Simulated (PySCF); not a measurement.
How methods differ on the ionisation energy of Gd⁴⁶⁺

Gd⁴⁶⁺ [Ar] (1S) → Gd⁴⁷⁺ [Ne] 3s2 3p5 (2P), as a difference of total energies. All numbers are calculated (PySCF 2.14, scalar relativity by spin-free X2C-1e, in an uncontracted even-tempered set (18 s from 10 bohr⁻², ratio 2.5; 12 p from 13 bohr⁻², ratio 2.5; 4 d from 56 bohr⁻², ratio 2.7; 4 f from 83 bohr⁻², ratio 2.7)). Correlated levels: outer shells: 1s2 frozen; virtual orbitals above 40 to 60 times the deepest correlated orbital energy dropped. The calculations carry no spin-orbit coupling.

```
                method  ionisation energy (eV)
                   UHF                  4036.8
    MP2 (outer shells)                  4037.9
SCS-MP2 (outer shells)                  4037.7
   CCSD (outer shells)                  4037.8
CCSD(T) (outer shells)                  4037.8
```

A first-order spin-orbit estimate (lowest level to lowest level, LS coupling) adds -54.582 eV.

Breit and QED terms and the two-electron picture change are absent.

For comparison: 3980 ± 4 eV (theoretical estimate listed by NIST; NIST Atomic Spectra Database, ionization energies).
